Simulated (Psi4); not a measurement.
GeTe, triplet, at a GFN2-xTB geometry (the spin is typed, not shown lowest) (core potentials on Te); Psi4 with B97M-V/def2-SVPD.

Here is a job for Psi4.
```
memory 2 GB

molecule {
0 3
  Ge   -0.00000000   -0.00000000   -1.58156681
  Te    0.00000000    0.00000000    0.97327189
}

set basis def2-svpd
set reference uks
set scf_type pk
set puream true
set d_convergence 1e-8
set dft_radial_points 99
set dft_spherical_points 590

energy('b97m-v')
print_variables()
```

What the program printed (banner, timings and long lists left out):

```
   => Loading Basis Set <=

    Name: DEF2-SVPD
    Role: ORBITAL
    Keyword: BASIS

    !!!  WARNING: ECP capability is in beta. Please check occupations closely.  !!!

         ---------------------------------------------------------
                                   SCF
               by Justin Turney, Rob Parrish, Andy Simmonett
                          and Daniel G. A. Smith
                              UKS Reference
         ---------------------------------------------------------

  ==> Geometry <==

    Molecular point group: c2v
    Full point group: C_inf_v

    Geometry (in Angstrom), charge = 0, multiplicity = 3:

       Center              X                  Y                   Z               Mass
    ------------   -----------------  -----------------  -----------------  -----------------
         GE           0.000000000000     0.000000000000    -1.628286699524    73.921177761000
         TE           0.000000000000     0.000000000000     0.926552000476   129.906222748000

  Running in c2v symmetry.

  Rotational constants: A = ************  B =      0.05482  C =      0.05482 [cm^-1]
  Rotational constants: A = ************  B =   1643.44040  C =   1643.44040 [MHz]
  Nuclear repulsion =  159.073877264564686

  Charge       = 0
  Multiplicity = 3
  Electrons    = 56
  Nalpha       = 29
  Nbeta        = 27

  ==> Algorithm <==

  SCF Algorithm Type is PK.
  DIIS enabled.
  MOM disabled.
  Fractional occupation disabled.
  Guess Type is SAD.
  Energy threshold   = 1.00e-06
  Density threshold  = 1.00e-08
  Integral threshold = 1.00e-12

  ==> Primary Basis <==

  Basis Set: DEF2-SVPD
    Blend: DEF2-SVPD
    Number of shells: 27
    Number of basis functions: 73
    Number of Cartesian functions: 80
    Spherical Harmonics?: true
    Max angular momentum: 2

  Core potential: DEF2-SVPD
    Number of shells: 4
    Number of ECP primitives: 18
    Number of ECP core electrons: 28
    Max angular momentum: 3

  ==> DFT Potential <==

   => LibXC <=

    Version 7.1.2
    S. Lehtola, C. Steigemann, M. J. T. Oliveira, and M. A. L. Marques,  SoftwareX 7, 1–5 (2018) (10.1016/j.softx.2017.11.002)

   => Composite Functional: B97M-V <=

    B97M-V GGA Exchange-Correlation Functional

    N. Mardirossian and M. Head-Gordon,  J. Chem. Phys. 142, 074111 (2015) (10.1063/1.4907719)

    Deriv               =              1
    GGA                 =           TRUE
    Meta                =           TRUE

    Exchange Hybrid     =          FALSE
[...]
   @Spin Contamination Metric:   6.816487415E-03
   @S^2 Expected:                2.000000000E+00
   @S^2 Observed:                2.006816487E+00
   @S   Expected:                1.000000000E+00
   @S   Observed:                1.000000000E+00

    Orbital Energies [Eh]
    ---------------------

    Alpha Occupied:

[...]
    Alpha Virtual:

[...]
    Beta Occupied:

[...]
    Beta Virtual:

[...]
      34A1    52.987978

    Final Occupation by Irrep:
             A1    A2    B1    B2
    DOCC [    14,    2,    5,    6 ]
    SOCC [     0,    0,    2,    0 ]
    NA   [    14,    2,    7,    6 ]
    NB   [    14,    2,    5,    6 ]

  @UKS Final Energy: -2344.31909313869392

   => Energetics <=

    Nuclear Repulsion Energy =            159.0738772645646861
    One-Electron Energy =               -3678.9375853093251862
    Two-Electron Energy =                1274.9500003881416887
    DFT Exchange-Correlation Energy =     -99.6315165987483340
    Empirical Dispersion Energy =           0.0000000000000000
    VV10 Nonlocal Energy =                  0.2261311166734864
    Total Energy =                      -2344.3190931386939155

  UHF NO Occupations:
  HONO-2 :   14 A1 1.9980186
  HONO-1 :    6 B1 1.0000000
  HONO-0 :    7 B1 1.0000000
  LUNO+0 :   15 A1 0.0019814
  LUNO+1 :   16 A1 0.0011463
  LUNO+2 :   17 A1 0.0001317
  LUNO+3 :    7 B2 0.0000844

Computation Completed

Properties will be evaluated at   0.000000,   0.000000,   0.000000 [a0]

Properties computed using the SCF density matrix

 Multipole Moments:

 ------------------------------------------------------------------------------------
     Multipole            Electronic (a.u.)      Nuclear  (a.u.)        Total (a.u.)
 ------------------------------------------------------------------------------------

 L = 1.  Multiply by 2.5417464519 to convert [e a0] to [Debye]
 Dipole X            :          0.0000000            0.0000000            0.0000000
 Dipole Y            :          0.0000000            0.0000000            0.0000000
 Dipole Z            :         56.4315709          -56.4422008           -0.0106299
 Magnitude           :                                                    0.0106299

 ------------------------------------------------------------------------------------

  Variable Map:
  ----------------------------------------------------------------------------
[...]
  Array Variable Map:
  ----------------------------------------------------------------------------
[...]
[...]
```
